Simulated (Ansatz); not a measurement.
K₄⁺ was relaxed with B3LYP (def2-TZVP) in Ansatz in these states: charge +1 doublet, charge +1 quartet. The geometries follow in no particular order.

A:

```
atom    x (Å)    y (Å)    z (Å)
  K1   0.3278  -1.4260   3.1711
  K2  -3.1468  -1.4247  -0.3131
  K3   3.1485   1.4192   0.3118
  K4  -0.3296   1.4315  -3.1698
```

B:

Cartesian coordinates in Å:
```
K -0.3895 3.6216 -1.9889
K -1.1106 0.7013 1.5932
K 1.2106 -0.6790 -1.5357
K 0.2895 -3.6439 1.9314
```

Question: Judge from the bond lengths which geometry belongs to which state (an estimate).

Answer: A is the charge +1 quartet (K2–K3 6.936 Å, K2–K4 4.925 Å, K1–K3 4.922 Å); B is the charge +1 doublet (K2–K3 4.133 Å, K2–K4 4.578 Å, K1–K3 4.611 Å).

At PBE0/def2-TZVP a doublet lies 0.74 eV below the charge +1 quartet. These are the stationary points nearest to one start from a short search; other shapes may lie lower in each state.
